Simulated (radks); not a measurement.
Values are calculated unless marked as measured or tabulated.
Question: Ir V, 73 electrons, occupied as [Xe] 4f14 5d5 (the NIST ground configuration). Level of theory: Dirac Kohn-Sham, PBE, spin-unpolarised, spherical densities, finite nucleus; open shells are shared between the two j in proportion to 2j + 1; Fermi nuclear charge, rms radius 5.4032 fm (a radial shooting solver on a logarithmic mesh with Libxc functionals).

Spin-orbit splittings of the eigenvalues, e(l+1/2) - e(l-1/2), with zeta = 2 splitting/(2l+1) and mean radii in bohr:

shell  occ.  splitting (eV)  zeta (eV)  <r> j=l-1/2  <r> j=l+1/2
2p        6            1627       1085      0.06017      0.06848
3p        6           356.4      237.6       0.1801       0.1954
3d       10           77.02      30.81       0.1705       0.1752
4p        6           84.28      56.19       0.4266       0.4603
4d       10               ?          ?       0.4718       0.4831
4f       14           3.126     0.8931       0.5303       0.5378
5p        6           13.98      9.321        1.052        1.143
5d        5           1.590     0.6360        1.460        1.498

Estimate the 4d splitting.

Answer: 15.65 eV (zeta = 6.260 eV).
